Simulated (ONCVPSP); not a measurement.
Reading a pseudo-wave (titanium (Ti))

Columns: radius, all-electron u(r) and pseudo u(r) of the 3p shell (level -70.92 eV) of titanium in the configuration [Ne] 3s2 3p6 3d1; PBE, scalar-relativistic, ONCV scheme, ONCVPSP 4.0.1.

```tsv
r (bohr)	all-electron	pseudo
0.093	-0.3810	0.0228
0.185	-0.5373	0.0918
0.278	-0.3388	0.2098
0.370	0.0062	0.3682
0.463	0.3597	0.5525
0.555	0.6472	0.7323
0.648	0.8556	0.8849
0.740	0.9822	0.9894
0.833	1.0422	1.0428
0.925	1.0497	1.0492
1.018	1.0197	1.0194
1.110	0.9653	0.9651
1.203	0.8952	0.8951
1.295	0.8183	0.8182
1.388	0.7382	0.7381
1.480	0.6601	0.6601
1.573	0.5848	0.5847
1.665	0.5153	0.5153
1.758	0.4509	0.4508
1.850	0.3932	0.3931
1.943	0.3410	0.3409
2.035	0.2951	0.2950
2.128	0.2541	0.2541
2.220	0.2186	0.2186
2.313	0.1872	0.1872
2.405	0.1602	0.1602
```

(1) How many radial nodes do the two functions have?

(2) At about which radius was the pseudo-wave matched?

(3) Where does each function peak?

(4) Is the pseudo-wave norm-conserving?

Results:

(1) The all-electron 3p function has n − l − 1 = 1; the pseudo-wave has 0, since the states of the same l below it are removed with the core.

(2) 1.20 bohr. The columns agree to 0.0005 from 1.02 bohr on; several derivatives are matched, so the curves merge somewhat inside the radius.

(3) Outermost all-electron maximum near 0.93 bohr, pseudo maximum near 0.93 bohr (to the table’s step).

(4) Yes: the ONCV scheme keeps the norm inside the radius equal to the all-electron one, which fixes the energy derivative of the logarithmic derivative at the level.
